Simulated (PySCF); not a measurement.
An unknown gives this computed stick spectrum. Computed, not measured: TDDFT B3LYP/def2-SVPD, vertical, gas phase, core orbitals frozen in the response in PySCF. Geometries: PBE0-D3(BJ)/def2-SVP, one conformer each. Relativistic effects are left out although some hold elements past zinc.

| state | E (eV) | λ (nm) | f |
| --- | --- | --- | --- |
| S1 | 5.45 | 227.5 | 0.0001 |
| S2 | 5.61 | 221.1 | 0.012 |
| S3 | 5.61 | 221.0 | 0.0005 |
| S4 | 6.45 | 192.3 | 0.264 |
| S5 | 6.52 | 190.2 | 0.0043 |
| S6 | 6.86 | 180.7 | 0.015 |
| S7 | 7.06 | 175.5 | 0.0000 |
| S8 | 7.27 | 170.5 | 0.024 |
| S9 | 7.47 | 165.9 | 0.436 |
| S10 | 7.51 | 165.1 | 0.495 |

Triplets computed (Tamm–Dancoff): 4.54, 4.91, 4.92, 5.45 eV.

Question: Which candidate is it?
A. `CC(C)(C)[SiH2]C#C[SiH3]`
B. `c1ccc(cc1)[SeH]`
C. `C1C[SiH]2CC[SiH]1CC2`

Answer: A. Its S1 lies at 5.45 eV; the nearest of the others has S1 at 6.34 eV. S1 is HOMO→LUMO+1 (46%), HOMO-1→LUMO (42%), HOMO-2→LUMO+1 (9%). Löwdin shares by element: HOMO carbon 57% or more, silicon 12% or more (atoms not listed hold the other 31%); LUMO carbon 53% or more, silicon 26% (atoms not listed hold the other 21%). At the same level the other candidates give, for their lowest levels:
- `[SeH]c1ccccc1`: 4.40 eV (f 0.001); 4.58 eV (f 0.008); 4.94 eV (f 0.230); 5.22 eV (f 0.020); 5.94 eV (f 0.032); T1 3.77 eV; HOMO -6.05, LUMO -0.70 eV
- `C1C[SiH]2CC[SiH]1CC2`: 6.34 eV (f 0.000 summed over 2 states); 6.79 eV (f 0.001); 6.82 eV (f 0.042 summed over 3 states); 7.28 eV (f 0.036 summed over 2 states); 7.29 eV (f 0.002) [of 10 roots; the last level is left out, as the window may have cut its degenerate partner]; T1 6.21 eV; HOMO -6.94, LUMO 0.23 eV

Shape of the structure used: `[CH3:1][C:2]([CH3:3])([CH3:4])[SiH2:5][C:6]#[C:7][SiH3:8]`: C1–C2–Si5–C6 60°.
